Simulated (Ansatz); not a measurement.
```xyz
5

O     0.783    1.138   -1.100
W     0.034    0.049   -0.051
S     0.578    0.590    1.924
Cl   -2.193    0.239   -0.283
Cl    0.800   -2.017   -0.489
```

Charge 0, multiplicity 1. W takes the def2 core potential.

Q: List the PBE/def2-TZVPP orbital energies in eV (Ansatz). (An estimate is asked.)

A: Ansatz gave: Occupied: -2740.06, -2740.06, -2396.19, -511.60, -250.62, -250.62, -209.15, -191.27, -191.27, -191.19, -191.19, -191.16, -191.16, -155.24, -155.21, -155.14, -79.90, -44.57, -44.23, -44.10, -23.65, -21.23, -21.05, -17.31, -11.03, -10.95, -10.57, -10.32, -10.28, -9.78, -9.17, -8.88, -8.62, -8.47, -7.56, -6.98. Lowest empty: -4.14, -3.76, -2.76, -2.25, -1.83, -0.56, 2.02, 2.02.
